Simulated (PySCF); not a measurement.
SMILES COC[SiH2]SC (C3H10OSSi), GFN2-xTB optimised geometry.

```
16

C      3.03    -1.64     0.01
O      1.64    -1.43     0.01
C      1.29    -0.06     0.00
Si    -0.61    -0.06     0.00
S     -1.24     1.99     0.00
C     -3.04     1.73    -0.01
H      3.50    -1.20     0.90
H      3.50    -1.20    -0.88
H      3.19    -2.72     0.01
H      1.70     0.44    -0.89
H      1.71     0.45     0.88
H     -1.13    -0.70    -1.20
H     -1.13    -0.71     1.20
H     -3.50     2.72    -0.01
H     -3.33     1.18    -0.90
H     -3.33     1.19     0.88
```

Density from PBE/def2-TZVP (PySCF) at that geometry.

Minimum of the electron density along straight lines between bonded atoms, close to the bond critical point (lines longer than 1.1 times the sum of covalent radii, or with two minima, are not listed):

```tsv
bond	length / Å	ρ at the minimum / e bohr⁻³	∇²ρ there / e bohr⁻⁵	position (fraction from the first atom)
C1–O2	1.405	0.267	-0.58	0.36
O2–C3	1.412	0.262	-0.55	0.63
C3–Si4	1.894	0.120	0.15	0.61
Si4–S5	2.144	0.099	0.08	0.36
S5–C6	1.820	0.174	-0.26	0.53
C1–H7	1.097	0.278	-0.94	0.64
C1–H8	1.097	0.278	-0.94	0.64
C1–H9	1.088	0.284	-1.00	0.65
C3–H10	1.099	0.274	-0.91	0.64
C3–H11	1.099	0.274	-0.92	0.64
Si4–H12	1.462	0.125	0.16	0.50
Si4–H13	1.462	0.125	0.16	0.50
C6–H14	1.084	0.281	-0.96	0.65
C6–H15	1.085	0.282	-0.96	0.65
C6–H16	1.085	0.282	-0.96	0.65
```
